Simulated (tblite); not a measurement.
Species: C₆H₉NOSi.
Structure used (GFN2-xTB), in Å, numbered top down from 1:
```
atom  x, y, z in Å
N1     3.5790    0.9105    1.1768
C2     2.9082    0.2905    0.4897
C3     2.0505   -0.4845   -0.3648
C4     0.5771   -0.3550    0.0623
C5     0.0383    1.0537   -0.1439
Si6   -1.7405    1.1001    0.5392
C7    -2.2996   -0.5988   -0.0024
C8    -1.4476   -1.4598   -0.5600
O9    -0.1097   -1.3497   -0.6870
H10    2.1613   -0.1398   -1.3968
H11    2.3504   -1.5350   -0.3147
H12    0.4889   -0.6168    1.1304
H13    0.0619    1.2908   -1.2086
H14    0.7010    1.7543    0.3619
H15   -1.7183    1.2745    1.9956
H16   -2.5066    2.1622   -0.1161
H17   -3.3380   -0.8882    0.0212
H18   -1.7650   -2.4024   -0.9944
```

Calculated harmonic vibrations of the isolated species, GFN2-xTB (tblite), most abundant isotopes, no scaling. The method is semi-empirical: single wavenumbers can be off by several per cent or more. Modes of hydrogen on silicon can be 10 to 20 % off. One conformer, not necessarily the lowest.

Harmonic wavenumbers (cm⁻¹): 53.7, 83.8, 132.5, 159.6, 278.6, 310.9, 349.7, 365.8, 385.4, 452.1, 498.8, 531.9, 547.8, 641.0, 680.9, 751.8, 755.4, 780.2, 802.3, 810.9, 881.1, 904.7, 934.8, 993.9, 1029.8, 1071.5, 1094.3, 1124.8, 1173.0, 1233.1, 1238.2, 1256.4, 1319.0, 1330.1, 1333.3, 1421.6, 1471.9, 1639.8, 2232.9, 2256.5, 2414.3, 2838.4, 2958.7, 2969.6, 2984.3, 3005.7, 3016.9, 3089.4.

A = 2680, B = 889.3, C = 704.7 MHz; mass 139.045 u (most abundant isotopes); point group C1, symmetry number 1.

Problem. Zero-point energy?

Solution. ½Σν̃ = 29296 cm⁻¹ = 350.45 kJ/mol.

Problem. Give the ideal-gas entropy at 200 K and 1 bar in the rigid-rotor, harmonic-oscillator model (classical rotation).

Solution. Translation 162.10, rotation 119.03, vibration 66.03: S = 347.2 J/(mol K).

Problem. And Cp and H(200 K) − H(0)?

Solution. Cp = 114.40 J/(mol K), of which vibrations give 81.15 (their classical limit is 48 R = 399.1); H(200 K) − H(0) = 14.15 kJ/mol without the zero-point energy, 7.50 from vibrations.

Problem. Blend soft modes into free rotors: weight 1/[1 + (100 cm⁻¹/ν̃)⁴] for the oscillator and the rest for a rotor with moment μB/(μ + B), μ = h/(8π²ν), B = 10⁻⁴⁴ kg m². What vibrational entropy results?

Solution. 62.04 J/(mol K) in place of 66.03, which changes −T·S at 200 K by +0.80 kJ/mol.

Problem. How do the functions run with temperature in this model?

Solution. 
```json
{"T (K)": "150", "S (J/(mol K))": "317.7", "Cp (J/(mol K))": "91.4", "H − H(0) (kJ/mol)": "9.01", "G − H(0) (kJ/mol)": "-38.65", "ln q(vib)": "2.33"}
{"T (K)": "250", "S (J/(mol K))": "375.2", "Cp (J/(mol K))": "138.0", "H − H(0) (kJ/mol)": "20.46", "G − H(0) (kJ/mol)": "-73.35", "ln q(vib)": "4.58"}
{"T (K)": "298.15", "S (J/(mol K))": "401.4", "Cp (J/(mol K))": "160.3", "H − H(0) (kJ/mol)": "27.64", "G − H(0) (kJ/mol)": "-92.05", "ln q(vib)": "5.72"}
{"T (K)": "400", "S (J/(mol K))": "454.7", "Cp (J/(mol K))": "203.0", "H − H(0) (kJ/mol)": "46.21", "G − H(0) (kJ/mol)": "-135.67", "ln q(vib)": "8.21"}
{"T (K)": "600", "S (J/(mol K))": "549.6", "Cp (J/(mol K))": "264.9", "H − H(0) (kJ/mol)": "93.44", "G − H(0) (kJ/mol)": "-236.32", "ln q(vib)": "13.17"}
{"T (K)": "900", "S (J/(mol K))": "668.8", "Cp (J/(mol K))": "322.0", "H − H(0) (kJ/mol)": "182.24", "G − H(0) (kJ/mol)": "-419.72", "ln q(vib)": "20.26"}
```

q(vib) and H(0) count from the zero-point level.

Problem. Which modes carry the vibrational entropy at 200 K?

Solution. 53.7 cm⁻¹: 16.27; 83.8 cm⁻¹: 12.65; 132.5 cm⁻¹: 9.02; 159.6 cm⁻¹: 7.61; 278.6 cm⁻¹: 3.80; 310.9 cm⁻¹: 3.16 J/(mol K); the other 42 give 13.52 together.

Hindered rotation and anharmonicity are outside this model. Other conformers, if any are populated, would add a mixing term that is left out. The structure is chiral; the term R ln 2 for an equal mix with its mirror image is left out.

On one thread, Intel Xeon 6975P-C (x86_64) (shared host), this took 0.62 s wall. This covers the Hessian and the dipole derivatives.
